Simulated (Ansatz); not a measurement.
Single points on the cluster Zn7Te6⁺.

```yaml
crystal:
  periodic: [false, false, false]
  atoms:
    - {symbol: Zn, position_ang: [0.530469, 2.393665, -0.515829]}
    - {symbol: Zn, position_ang: [-1.953833, 1.367757, -0.771007]}
    - {symbol: Zn, position_ang: [0.661605, -1.388694, -0.829551]}
    - {symbol: Zn, position_ang: [-1.460599, -0.392130, 1.541189]}
    - {symbol: Zn, position_ang: [0.121237, 0.574354, -3.484125]}
    - {symbol: Zn, position_ang: [1.033646, -2.899983, 1.607731]}
    - {symbol: Zn, position_ang: [1.015472, 0.631347, 1.798305]}
    - {symbol: Te, position_ang: [-1.143881, 2.344590, 1.675816]}
    - {symbol: Te, position_ang: [2.421075, 0.633857, -0.379816]}
    - {symbol: Te, position_ang: [1.618583, -3.753150, -0.619795]}
    - {symbol: Te, position_ang: [-0.974026, 2.997955, -2.580698]}
    - {symbol: Te, position_ang: [-2.051643, -1.216037, -0.844536]}
    - {symbol: Te, position_ang: [0.181875, -1.293541, 3.402324]}
basis:
  gaussian: {orbitals: def2-TZVP, fitting: {mean_field: def2-universal-jkfit}, initial_orbitals: start.molden}
total_charge: 1
magnetization: {spin_polarized: true, initial_magnetization: 1}
hamiltonian: {xc: r2scan, dispersion: d4}
scf: {omitted_lower_state_checks: [starts]}
output: {orbitals: {seedname: orbitals}}
```

The file start.molden holds the orbitals of an earlier run on this structure, at another level or in another basis.

```sh
$ ansatz run in.yaml --threads 2 --pin off --events-out ev --progress --plain --max-ram 32768MiB --backend cuda --devices 0, --max-vram 18GiB
```

Output, abridged:

```
Functional definition: r2SCAN
  name "r2SCAN"
  cite "Furness, Kaplan, Ning, Perdew & Sun, J. Phys. Chem. Lett. 11, 8208 (2020) doi:10.1021/acs.jpclett.0c02405"
  cite "Furness, Kaplan, Ning, Perdew & Sun, J. Phys. Chem. Lett. 11, 9248 (2020) doi:10.1021/acs.jpclett.0c03077"
  parent r2scan
  parameter k0 = 0.174
  parameter k1 = 0.065
  parameter a1 = 4.9479
  exchange = r2scan_x(k0 = k0, k1 = k1, a1 = a1)
  correlation = r2scan_c
these checks for a lower state are left out or cut short: starts
3156 factors; integrals over basis functions are off by at most 5.0e-1 eV
mean field evaluation 1: about -382723.0507 eV, gradient 1.1e1 eV
mean field evaluation 2: about -382723.3059 eV, gradient 3.5e-1 eV
mean field evaluation 4: about -382723.2857 eV, gradient 5.4e-3 eV
mean field -382723.28572083 eV, -14064.8213310802 hartree, gradient 1.6e-5 eV, S^2 0.759876; 0 other end points of the search recorded, 0 dependent functions left out
reference -382723.28574999 eV, -14064.8213321517 hartree; 177, 176 occupied and 459, 460 virtual orbitals, 3156 factors
Total energy: -382723.68559305 eV, -14064.8360261130 hartree
Checks for a lower state left out: starts
```

Hardware: 2 threads of AMD EPYC 7R13 on a shared host and a share (18 GiB) of an NVIDIA H100 80GB HBM3. Wall time 15 s, peak host memory 1.4 GiB.

First input, but with `gaussian: {orbitals: def2-SVP, initial_orbitals: start.molden}`, `hamiltonian: {xc: pbe, dispersion: d4}` (abridged; 14 s):

```
Functional definition: PBE
mean field -382604.70290841 eV, -14060.4634931019 hartree, gradient 3.7e-6 eV, S^2 0.752678
Total energy: -382606.42516456 eV, -14060.5267848479 hartree
Checks for a lower state left out: starts
```

As the first input, with `gaussian: {orbitals: def2-SVP, initial_orbitals: start.molden}`, `hamiltonian: {xc: pbe0, dispersion: d4}` (abridged; 16 s):

```
Functional definition: PBE0
mean field -382613.12666411 eV, -14060.7730604139 hartree, gradient 3.1e-5 eV, S^2 0.755603
Total energy: -382614.68732449 eV, -14060.8304136251 hartree
Checks for a lower state left out: starts
```

As the first input, with `hamiltonian: {xc: pbe0, dispersion: d4}` (abridged; 15 s):

```
Functional definition: PBE0
mean field -382663.01925829 eV, -14062.6065794318 hartree, gradient 3.6e-5 eV, S^2 0.757051
Total energy: -382664.57991410 eV, -14062.6639324748 hartree
Checks for a lower state left out: starts
```

First input, but with `hamiltonian: {xc: pbe, dispersion: d4}`, `output: {forces: true, orbitals: {seedname: orbitals}}` (abridged; 14 s):

```
Functional definition: PBE
mean field -382656.45727441 eV, -14062.3654309720 hartree, gradient 1.3e-5 eV, S^2 0.753497
Total energy: -382658.17952430 eV, -14062.4287224883 hartree
Atom 0 force     0.102034     0.092194    -0.015825 eV/Å
Atom 1 force    -0.131944    -0.006059    -0.044098 eV/Å
Atom 2 force    -0.002193     0.015263    -0.051999 eV/Å
Atom 3 force    -0.100021    -0.084968     0.034331 eV/Å
Atom 4 force     0.016578    -0.019753    -0.086663 eV/Å
Atom 5 force     0.004826    -0.030673     0.072813 eV/Å
Atom 6 force     0.121885     0.008993     0.056115 eV/Å
Atom 7 force    -0.004898     0.014573     0.010797 eV/Å
Atom 8 force     0.039567     0.029443     0.007437 eV/Å
Atom 9 force     0.018446    -0.047488     0.007284 eV/Å
Atom 10 force    -0.023287     0.063415    -0.016866 eV/Å
Atom 11 force    -0.048450    -0.010176    -0.001784 eV/Å
Atom 12 force     0.007457    -0.024764     0.028457 eV/Å
Dipole moment:    -0.182386     0.455638    -0.059862 e Å
Checks for a lower state left out: starts
```

As the first input, with `hamiltonian: {xc: {name: BLYP}, dispersion: d4}` (abridged; 16 s):

```
Functional definition: BLYP
mean field -382714.23026518 eV, -14064.4885492228 hartree, gradient 6.6e-6 eV, S^2 0.752416
Total energy: -382717.65508579 eV, -14064.6144090591 hartree
Checks for a lower state left out: starts
```

The first input with `gaussian: {orbitals: def2-SVP, initial_orbitals: start.molden}`, `correlation: {method: mp2, frozen_orbitals: {Te: 4, Zn: 9}}` and without the key `hamiltonian` (abridged; 17 s):

```
Functional definition: HF
mean field -382189.82498124 eV, -14045.2170104928 hartree, gradient 2.9e-6 eV, S^2 0.765515
87 core orbitals not correlated: weight in the atoms' cores, before any rotation towards them, 1.000 or more for the frozen orbitals, at most 0.000 for the correlated occupied ones
second order -76.21611315 eV of doubles, -0.00000000 eV of singles
Total energy: -382266.04109439 eV, -14048.0179009898 hartree
Checks for a lower state left out: starts
```

Geometry: PBE-D4/def2-SVP.

In the def2 sets Te takes a core potential; there is no spin–orbit coupling. Correlated methods freeze 87 core orbitals; core or outer-core shells of Te are correlated, in sets that lack core-valence functions. Single mean-field runs in def2-TZVP are fitted with def2-universal-jkfit. At BLYP-D4/def2-TZVP the gap within one spin of the charge 1 doublet nearly closes, so an electron or hole may be smeared out by delocalisation error. The structure comes from a short search, and lower isomers may exist.
